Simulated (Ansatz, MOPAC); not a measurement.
Complex: HCl (SMILES Cl) (first 2 atoms) with C2H6O (SMILES CCO); geometry from B3LYP-D3(BJ)/def2-TZVP, rigid monomers moved along the line of their centres of mass till H2···O5 is 2.43 Å.
(charge 0, multiplicity 1):
```xyz
11

Cl     0.79746     0.13763    -0.34275
H      0.13753    -0.23835     0.73027
C      0.60867     0.95476     4.23280
C      0.29107    -0.50918     3.99911
O     -0.69513    -0.70293     2.97040
H      1.38242     1.05596     4.99659
H     -0.27397     1.49768     4.58183
H      0.96461     1.42437     3.31537
H      1.17076    -1.04680     3.64635
H     -0.05028    -0.99196     4.91968
H     -1.48513    -0.19549     3.19076
```

Counterpoise-corrected where a basis set is named; no monomer relaxation.

Cores are frozen in the correlated methods. The state that AM1, PM7 reach isn't checked; PM7 holds dispersion and hydrogen-bond terms.

The values were computed with Ansatz (Gaussian orbitals); MOPAC for AM1, PM7 (differences of heats of formation). Values without a source in brackets are computed.

Problem. Estimate the interaction energy that PM7 returns for this input.

Solution. -4.8 kcal/mol

Problem. Give the interaction energy at the level AM1.

Solution. -2.8 kcal/mol

Problem. Give the interaction energy at the level CCSD(T)/aug-cc-pV(D+d)Z.

Solution. -4.5 kcal/mol

Ansatz is a program for electronic structure.
